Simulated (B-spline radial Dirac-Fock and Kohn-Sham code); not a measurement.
**The Na-like isoelectronic sequence (11 electrons), Z = 12 to 19**

These are calculated numbers from a radial B-spline solver; the model is Dirac-Fock (average of configuration) total-energy differences with a finite nucleus, the Breit interaction including its frequency dependence, and self-energy and vacuum-polarisation corrections. Binding energies in eV, tabulated ground configurations ([Ne] 3s1 throughout). Correlation energy is missing from these numbers.

```
 ion  2p1/2  2p3/2  outermost level  NIST ionisation energy
 Mg⁺  66.71  66.44       14.74 (3s)                15.03527
Al²⁺      ?      ?                ?                       ?
Si³⁺  148.4  147.8       44.73 (3s)                45.14179
 P⁴⁺  199.8  199.0       64.57 (3s)                65.02511
 S⁵⁺  258.2  257.0       87.57 (3s)                 88.0529
Cl⁶⁺  323.6  321.9       113.7 (3s)                114.2013
Ar⁷⁺  395.9  393.7       142.9 (3s)                143.4567
 K⁸⁺  475.2  472.3       175.3 (3s)                175.8174
```

Question: Fill in the row of Al²⁺.

Answer: 2p1/2 104.0, 2p3/2 103.6, outermost 28.08 (3s), NIST 28.44764 eV.

NIST's values are for the lowest levels; a dash marks a value that is missing or belongs to another shell. Their kind here: measured, semi-empirical.
